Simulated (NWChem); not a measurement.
System: GaHOClF; SMILES [Ga]([OH])([Cl])[F]

NWChem printed, in part:

```
             Northwest Computational Chemistry Package (NWChem) 7.3.0
             --------------------------------------------------------

                             Geometry "geometry" -> ""
                             -------------------------

 Output coordinates in angstroms (scale by  1.889725989 to convert to a.u.)

  No.       Tag          Charge          X              Y              Z
 ---- ---------------- ---------- -------------- -------------- --------------
    1 Ga                  31.0000    -0.01324000    -0.31648000     0.00000000
    2 F                    9.0000    -1.54265200    -1.16641400     0.00000000
    3 Cl                  17.0000    -0.00496100     1.81763800     0.00000000
    4 O                    8.0000     1.50442900    -1.25235600     0.00000000
    5 H                    1.0000     1.31001900    -2.20465800     0.00000000

 Effective nuclear repulsion energy (a.u.)     361.4768801014

                              NWChem Property Module
                              ----------------------

  itol2e modified to match energy
  convergence criterion.

                                 NWChem DFT Module
                                 -----------------

 Summary of "ao basis" -> "ao basis" (spherical)
 ------------------------------------------------------------------------------
       Tag                 Description            Shells   Functions and Types
 ---------------- ------------------------------  ------  ---------------------
 Ga                         pcsseg-1                15       41   5s7p3d
 F                          pcsseg-1                 7       17   3s3p1d
 Cl                         pcsseg-1                10       24   4s5p1d
 O                          pcsseg-1                 7       17   3s3p1d
 H                          pcsseg-1                 3        5   2s1p

  itol2e modified to match energy
  convergence criterion.

[...]

          -----------------------------------------
          Chemical Shielding Tensors (GIAO, in ppm)
          -----------------------------------------

                                NWChem CPHF Module
                                ------------------

  scftype          =     RHF
  nclosed          =       33
  nopen            =        0
  variables        =     2343
  # of vectors     =        3
  tolerance        = 0.10D-03
  level shift      = 0.00D+00
  max iterations   =       50
  max subspace     =       30

 SCF residual:    1.4440135603807597E-005

Iterative solution of linear equations
  No. of variables     2343
  No. of equations        3
  Maximum subspace       30
        Iterations       50
       Convergence  1.0D-04

   iter   nsub   residual    time
   ----  ------  --------  ---------
     1      3    1.06D-05      28.0

      Atom:    1  Ga
        Diamagnetic
   2644.3799      0.0809     -0.0000
      0.0809   2648.7807      0.0000
     -0.0000      0.0000   2643.8456

        Paramagnetic
  -1066.1334    -82.3139      0.0000
    -82.3139   -953.2004      0.0000
      0.0000      0.0000  -1413.5481

        Total Shielding Tensor
   1578.2465    -82.2330      0.0000
    -82.2330   1695.5803      0.0000
      0.0000      0.0000   1230.2975

           isotropic =    1501.3748
          anisotropy =     354.8307

          Principal Components and Axis System
                 1           2           3
             1737.9286   1535.8982   1230.2975

      1        -0.4578      0.8890     -0.0000
      2         0.8890      0.4578     -0.0000
      3         0.0000      0.0000      1.0000

      Atom:    2  F
        Diamagnetic
    487.2986     10.8624     -0.0000
     10.8624    474.9264     -0.0000
     -0.0000     -0.0000    467.7377

        Paramagnetic
   -154.3809     97.4505     -0.0000
     97.4505   -245.6636     -0.0000
     -0.0000     -0.0000   -194.0040

        Total Shielding Tensor
    332.9177    108.3129     -0.0000
    108.3129    229.2627     -0.0000
     -0.0000     -0.0000    273.7337

           isotropic =     278.6381
          anisotropy =     183.7893

          Principal Components and Axis System
                 1           2           3
              401.1643    273.7337    161.0162

      1         0.8461      0.0000     -0.5331
      2         0.5331      0.0000      0.8461
      3        -0.0000      1.0000      0.0000

      Atom:    3  Cl
        Diamagnetic
   1146.4809      0.0932     -0.0000
      0.0932   1157.6491     -0.0000
     -0.0000     -0.0000   1146.4236

        Paramagnetic
   -335.1358     -8.3432      0.0000
     -8.3432    -71.3046     -0.0000
      0.0000     -0.0000   -259.7704

        Total Shielding Tensor
    811.3451     -8.2500      0.0000
     -8.2500   1086.3445     -0.0000
      0.0000     -0.0000    886.6532

           isotropic =     928.1143
          anisotropy =     237.7163

          Principal Components and Axis System
                 1           2           3
             1086.5918    886.6532    811.0978

      1        -0.0300      0.0000      0.9996
      2         0.9996      0.0000      0.0300
      3        -0.0000      1.0000     -0.0000

      Atom:    4  O
        Diamagnetic
    394.4340     -9.3153     -0.0000
     -9.3153    404.0166      0.0000
     -0.0000      0.0000    373.8014

        Paramagnetic
   -113.5103    -55.6661      0.0000
    -55.6661   -201.2486      0.0000
      0.0000      0.0000   -108.5841

[...]
```

Level: KT2/pcSseg-1, GIAO. All runs use the structure optimised with B3LYP/6-31G* (spherical d). The printed shielding anisotropy is the first printed principal value minus the mean of the other two.

### Question
Which NWChem input produces such a log?

### Answer
This is not unique; one that fits is the input that was run:
```
start job
memory heap 200 mb stack 900 mb global 1100 mb
geometry units angstroms noautosym nocenter noautoz
  Ga    -0.013240    -0.316480     0.000000
  F     -1.542652    -1.166414     0.000000
  Cl    -0.004961     1.817638     0.000000
  O      1.504429    -1.252356     0.000000
  H      1.310019    -2.204658     0.000000
end
basis spherical
  * library pcsseg-1
end
dft
  xc kt2
  iterations 150
end
property
  shielding
end
task dft property
```
